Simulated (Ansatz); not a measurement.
C2H6Zn, charge -1, doublet, at a GFN2-xTB geometry (such geometries of metal compounds can be far from the true shape) (a state made from the parent by changing its charge; the spin is typed, not shown lowest) (a gas-phase anion, which may not be bound at this level); CAM-B3LYP/def2-SVP in Ansatz (a program for electronic structure).

The Ansatz input:
Ansatz 0.2 input:
```yaml
crystal:
  periodic: [false, false, false]
  atoms:
    - {symbol: Zn, position_ang: [0.17759845, -0.49094132, 0.13229608]}
    - {symbol: C, position_ang: [1.32147960, 0.97021973, -1.47352980]}
    - {symbol: H, position_ang: [2.31271718, 0.65165162, -1.82828766]}
    - {symbol: H, position_ang: [1.45764629, 1.96698810, -1.03361241]}
    - {symbol: H, position_ang: [0.70453769, 1.11057171, -2.37174891]}
    - {symbol: C, position_ang: [-1.85600265, 0.51046515, 1.07390291]}
    - {symbol: H, position_ang: [-2.76985616, -0.08881283, 0.94903778]}
    - {symbol: H, position_ang: [-2.04018173, 1.46487311, 0.56600317]}
    - {symbol: H, position_ang: [-1.78567864, 0.73885854, 2.14748685]}
basis:
  gaussian:
    orbitals: def2-SVP
hamiltonian:
  xc: cam_b3lyp
total_charge: -1
magnetization: {spin_polarized: true, initial_magnetization: 1}
```

Task: Write the output that Ansatz gives for this input, abridged.

Result: 
```
Functional definition: CAM-B3LYP
904 factors; integrals over basis functions are off by at most 1.3e-3 eV
226 factors; integrals over basis functions are off by at most 2.1e-5 eV
mean field evaluation 1: about -50579.0399 eV, gradient 2.6e1 eV
mean field evaluation 2: about -50578.7143 eV, gradient 2.9e1 eV
mean field evaluation 4: about -50582.3118 eV, gradient 1.2e0 eV
mean field evaluation 8: about -50582.4557 eV, gradient 3.4e-2 eV
mean field evaluation 16: about -50582.4558 eV, gradient 1.9e-4 eV
mean field -50582.45578128 eV, -1858.8709639421 hartree, gradient 4.8e-5 eV, S^2 0.757748; 0 other end points of the search recorded, 0 dependent functions left out
reference -50582.45591140 eV, -1858.8709687240 hartree; 25, 24 occupied and 64, 65 virtual orbitals, 904 factors
Total energy: -50582.45591140 eV, -1858.8709687240 hartree
```
